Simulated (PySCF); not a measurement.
# Zr: excitation energy

Zr [Kr] 4d2 5s2 (3F) → Zr [Kr] 4d1 5s2 6s1, s spin flipped, as a difference of total energies. All numbers are calculated (PySCF 2.14, a scalar-relativistic core potential, in aug-cc-pVTZ-PP with one added diffuse shell each of s, p, d, f, g type with ECP28MDF (7s7p6d4f3g, 113 functions)). Correlated levels: valence: 4s2 4p6 frozen. The calculations carry no spin-orbit coupling.

```
           method  excitation energy (eV)
              UHF                   5.162
              LDA                   5.840
             PBE0                   5.829
             BP86                   5.871
    MP2 (valence)                   5.311
SCS-MP2 (valence)                   5.208
```

Estimate what PBE gives.

5.824 eV, closest to PBE0 among the rows shown.

Estimate what r2SCAN gives.

6.164 eV, closest to BP86 among the rows shown.

The upper determinant mixes two multiplicities, so it lies between the two terms.

The promoted electron is Rydberg-like, and one or two diffuse shells describe it only roughly, which tends to raise the upper state.

The Hartree-Fock determinant of the upper state isn't an eigenfunction of L²: it has lost the atom's symmetry, so its energy isn't that of a pure term.
